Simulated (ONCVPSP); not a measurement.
**Before and after: ONCV potential for Ti**

```json
{"Element": "Ti", "Generator": "ONCVPSP 4.0.1", "Type": "optimised norm-conserving Vanderbilt (ONCV)", "Functional": "LDA (Perdew-Wang 92)", "Relativity": "scalar-relativistic", "Frozen core": "[Ne]", "Valence charge": "12", "Reference configuration": "3s2 3p6 3d2 4s2", "Partial waves": "3s+4s: rc 1.60 bohr, ncon 3, nbas 7, qcut 8.4 1/bohr, 2 projectors; 3p: rc 1.45 bohr, ncon 4, nbas 8, qcut 9.8 1/bohr, 2 projectors, debl 2.4 Ha; 3d: rc 1.25 bohr, ncon 3, nbas 7, qcut 6.8 1/bohr, 3 projectors, debl 2.9 Ha", "Local potential": "polynomial inside 0.85 bohr (lpopt 2, dvloc0 0 Ha)", "Core correction": "none"}
```

Change: d: debl 4.25.

Cutoffs: the cutoffs (Ha) at which the residual kinetic energy of the hardest occupied pseudo-wave falls to 1 and 0.1 mHa per electron; they do not see the model core or the augmentation charge, which bear on the density cutoff. Errors are all-electron minus pseudo energies relative to the spin-unpolarised reference configuration.

**Question.** What does the change do?

**Answer.** The bound ghost in d disappears; the errors of the 4 common tests hardly move.

| quantity | base | changed |
| --- | --- | --- |
| bound ghosts | d | none |
| GHOST(+) flags under 300 eV | none | none |
| error for 3s2 3p6 3d2 4s1, meV [ΔE 7.53 eV] | -0.4 | -0.5 |
| error for 3s2 3p6 3d2 4s0, meV [ΔE 21.32 eV] | -1.2 | -1.2 |
| error for 3s2 3p6 3d1 4s0, meV [ΔE 48.52 eV] | +11 | +10 |
| error for 3s2 3p6 3d2 4s1 4p1, meV [ΔE 3.13 eV] | -0.1 | -0.1 |
| s: phases at 1.62 bohr within 0.05 rad from the reference energy up to (Ha; the scan ends near 5) | to the end of the scan | to the end of the scan |
| p: phases at 1.47 bohr within 0.05 rad from the reference energy up to (Ha; the scan ends near 5) | to the end of the scan | to the end of the scan |
| d: phases at 1.27 bohr within 0.05 rad from the reference energy up to (Ha; the scan ends near 5) | to the end of the scan | to the end of the scan |

 A true bound ghost makes a file unfit for plane-wave use even where its test errors are small: the radial tests pick states by their node count and pass the ghost by.
